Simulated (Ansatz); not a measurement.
H3S2, charge +1, singlet, geometry from GFN2-xTB; B2GP-PLYP/6-311G** (Ansatz, a quantum-chemistry and plane-wave program).

The Ansatz input:
Ansatz 0.2 input:
```yaml
crystal:
  periodic: [false, false, false]
  atoms:
    - {symbol: S, position_ang: [0.89863091, -0.20318323, 0.56442505]}
    - {symbol: S, position_ang: [-0.81776582, 0.18767189, -0.54542269]}
    - {symbol: H, position_ang: [1.70492471, -0.24812458, -0.50411846]}
    - {symbol: H, position_ang: [-1.33373201, 1.21504808, 0.18436999]}
    - {symbol: H, position_ang: [-1.66503405, -0.71874195, 0.01571083]}
basis:
  gaussian:
    orbitals: 6-311G__.json
hamiltonian:
  xc: {name: B2GP-PLYP}
total_charge: 1
```
The basis file holds 6-311G** in the JSON format of the Basis Set Exchange.

It wrote (shortened):

```
Functional definition: B2GP-PLYP
564 factors; integrals over basis functions are off by at most 1.1e-3 eV
mean field evaluation 1: about -21696.6012 eV, gradient 1.9e1 eV
mean field evaluation 2: about -21696.6269 eV, gradient 1.9e1 eV
mean field evaluation 4: about -21697.7041 eV, gradient 1.4e0 eV
mean field evaluation 8: about -21697.7108 eV, gradient 2.4e-2 eV
mean field evaluation 16: about -21697.7108 eV, gradient 1.4e-5 eV
mean field -21697.71083130 eV, -797.3761658137 hartree, gradient 1.5e-6 eV, S^2 0.000000; 0 other end points of the search recorded, 0 dependent functions left out
10 core orbitals not correlated
reference -21697.71093324 eV, -797.3761695600 hartree; 7, 7 occupied and 55, 55 virtual orbitals, 564 factors
second order -8.67395994 eV of doubles, -0.00000000 eV of singles
Total energy: -21700.83355882 eV, -797.4909239334 hartree
```
